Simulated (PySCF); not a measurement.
Start geometry of `FC(F)[SiH2][SiH2][SiH3]` from GFN2-xTB (Å):
```
atom  x, y, z in Å
F1    -0.856    1.831   -0.666
C2    -1.758    0.839   -0.397
F3    -1.705   -0.002   -1.474
Si4   -1.235   -0.112    1.211
Si5    0.854   -1.006    0.740
Si6    2.022   -0.008   -1.007
H7    -2.752    1.304   -0.407
H8    -1.341    0.938    2.230
H9    -2.384   -0.999    1.430
H10    1.606   -0.969    2.008
H11    0.657   -2.449    0.510
H12    3.361   -0.593   -1.139
H13    2.195    1.426   -0.778
H14    1.335   -0.201   -2.283
```

Question: What comes out of this run: PBE0-D3(BJ)/def2-SVP geometry optimisation, gas phase in PySCF 2.14.0?

Answer: 
```
atom  x, y, z in Å
F1    -0.911    1.642   -0.965
C2    -1.809    0.733   -0.490
F3    -1.870   -0.291   -1.382
Si4   -1.171    0.065    1.204
Si5    0.802   -1.102    0.718
Si6    2.014    0.062   -0.921
H7    -2.799    1.223   -0.470
H8    -0.923    1.244    2.088
H9    -2.238   -0.789    1.808
H10    1.611   -1.237    1.970
H11    0.449   -2.470    0.226
H12    3.335   -0.607   -1.132
H13    2.253    1.466   -0.471
H14    1.252    0.059   -2.203
```

The energy falls by 19.5 kJ/mol over 13 energy and gradient evaluations, the largest force component goes from 0.0179 to 2.4e-04 Eh/bohr, and the atoms move by 0.290 Å rms after alignment. Among the bonds, Si6–H13 and Si6–H14 change most and about equally (+0.029 to +0.030 Å). Bonds longer at the end by more than 0.005 Å: 10 of 13; shorter: 2. Among the angles that change most is Si5–Si4–H8, from 118.8° to 112.1°. Among the dihedrals that turn most is H9–Si4–Si5–H11, from 9° to 37°. Rotational constants go from 2080, 1280, 958.0 to 2089, 1267, 976.4 MHz. The orientation of the end geometry is arbitrary; only internal coordinates are fixed.

The run used 136 basis functions and 79 SCF cycles in all. The run took 1.7 min of wall time on one thread of an Arm Neoverse V1, no GPU (shared host).

Stationary, but not proved a minimum. The numbers are those of one conformer.
